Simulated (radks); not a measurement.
Results of a calculation; reference values are marked as such.
Cl0.5+, 16.5 electrons, occupied as [He] 2s2 2p(up 3, down 2.5) 3s2 3p5 (fractional occupations, a model configuration). Code: a radial shooting solver on a logarithmic mesh with Libxc functionals. Model: scalar-relativistic Kohn-Sham, PBE, spin-polarised, spherical densities, point nucleus; open shells are filled with parallel spins first.

Radial electron density D(r) = 4 pi r^2 rho(r):

| r (bohr) | D(r) (e/bohr) | spin D(r) |
|---|---|---|
| 0.003332 | 0.4226 | -0.00000769 |
| 0.003757 | 0.5285 | -0.00000892 |
| 0.004236 | 0.6597 | -0.0000100 |
| 0.004776 | 0.8219 | -0.0000107 |
| 0.005385 | 1.021 | -0.0000105 |
| 0.00612 | 1.284 | -0.00000828 |
| 0.0069 | 1.587 | -0.00000282 |
| 0.00778 | 1.954 | 0.00000833 |
| 0.008772 | 2.397 | 0.0000290 |
| 0.009891 | 2.929 | 0.0000654 |
| 0.01115 | 3.560 | 0.000127 |
| 0.01257 | 4.304 | 0.000229 |
| 0.01418 | 5.172 | 0.000395 |
| 0.01598 | 6.173 | 0.000660 |
| 0.01802 | 7.310 | 0.00108 |
| 0.02048 | 8.670 | 0.00179 |
| 0.02309 | 10.07 | 0.00284 |
| 0.02604 | 11.57 | 0.00444 |
| 0.02936 | 13.13 | 0.00687 |
| 0.0331 | 14.69 | 0.0105 |
| 0.03732 | 16.18 | 0.0160 |
| 0.04208 | 17.51 | 0.0240 |
| 0.04745 | 18.60 | 0.0356 |
| 0.05349 | 19.34 | 0.0522 |
| 0.06031 | 19.65 | 0.0757 |
| 0.068 | 19.49 | 0.108 |
| 0.07729 | 18.81 | 0.156 |
| 0.08715 | 17.75 | 0.215 |
| 0.09826 | 16.43 | 0.293 |
| 0.1108 | 15.06 | 0.390 |
| 0.1249 | 13.89 | 0.507 |
| 0.1408 | 13.16 | 0.644 |
| 0.1588 | 13.03 | 0.797 |
| 0.179 | 13.59 | 0.956 |
| 0.2019 | 14.72 | 1.11 |
| 0.2276 | 16.17 | 1.23 |
| 0.2587 | 17.65 | 1.32 |
| 0.2917 | 18.53 | 1.34 |
| 0.3288 | 18.54 | 1.29 |
| 0.3708 | 17.51 | 1.17 |
| 0.418 | 15.50 | 0.990 |
| 0.4713 | 12.79 | 0.788 |
| 0.5314 | 9.867 | 0.596 |
| 0.5992 | 7.226 | 0.449 |
| 0.6756 | 5.273 | 0.371 |
| 0.7617 | 4.195 | 0.370 |
| 0.8588 | 3.935 | 0.435 |
| 0.9761 | 4.253 | 0.545 |
| 1.101 | 4.716 | 0.643 |
| 1.241 | 5.002 | 0.702 |
| 1.399 | 4.917 | 0.702 |
| 1.577 | 4.434 | 0.641 |
| 1.779 | 3.660 | 0.535 |
| 2.005 | 2.765 | 0.405 |
| 2.261 | 1.912 | 0.279 |
| 2.549 | 1.209 | 0.173 |
| 2.874 | 0.6983 | 0.0969 |
| 3.267 | 0.3507 | 0.0460 |
| 3.683 | 0.1658 | 0.0202 |
| 4.153 | 0.06996 | 0.00763 |
| 4.682 | 0.02593 | 0.00241 |
| 5.279 | 0.008297 | 0.000603 |
| 5.953 | 0.002251 | 0.000108 |

D(r) has 3 maxima, at r = 0.0618, 0.311, 1.28 bohr, and minima at 0.153, 0.845 bohr, inside which lie 2.18, 9.82 electrons.
